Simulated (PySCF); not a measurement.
SMILES CO[SiH2][SiH2]OC, singlet, GFN2-xTB optimised geometry. Atoms within 1.6 Å of the plane z = 1.0 Å (x, y, z in Å): C1 (3.37, -0.76, 0.00), O2 (1.98, -0.76, 0.00), Si3 (1.00, 0.54, 0.00), Si4 (-1.00, -0.54, 0.00), O5 (-1.98, 0.76, 0.01), C6 (-3.37, 0.76, 0.01), H7 (3.75, -0.24, 0.88), H8 (3.71, -1.79, 0.01), H10 (1.33, 1.41, 1.15), H12 (-1.33, -1.41, 1.15), H14 (-3.71, 1.79, 0.02), H16 (-3.75, 0.24, 0.89).

Level of theory: CAM-B3LYP/def2-TZVP in PySCF.

Map of the log10 of the electron density (e/bohr³), floored at −4 on the plane z = 1.0 Å:

```
|0000000000000000000000000000000|
|0000000000000000000000000000000|
|0000000000000000000000000000000|
|0000000000000000000000000000000|
|0000000000000000000000000000000|
|0000000000000000000000000000000|
|0000000000000000000000000000000|
|0000011000000000011110000000000|
|0000222210000001233321000000000|
|0002344432221112455543200000000|
|0012455544443224577764310000000|
|0013566655654335689975321100000|
|0024567766776445789975433221000|
|0024688877776556788875445442100|
|0025799877776666777765567654200|
|0024689866677677767766679864200|
|0024567655677776666777789975200|
|0012445445788876556777788864200|
|0001223345799875445676677654200|
|0000011235799865334555566653100|
|0000000134677754223444455542100|
|0000000023455542111222344432000|
|0000000001233321000000122220000|
|0000000000111100000000001100000|
|0000000000000000000000000000000|
|0000000000000000000000000000000|
|0000000000000000000000000000000|
|0000000000000000000000000000000|
|0000000000000000000000000000000|
|0000000000000000000000000000000|
|0000000000000000000000000000000|
```
Scale: ten equal steps from -4.00 (start of '0') to -0.679 (end of '9'), in the order '0123456789'; x runs from -6.00 to 6.00, y from -6.00 (bottom) to 6.00 (top).
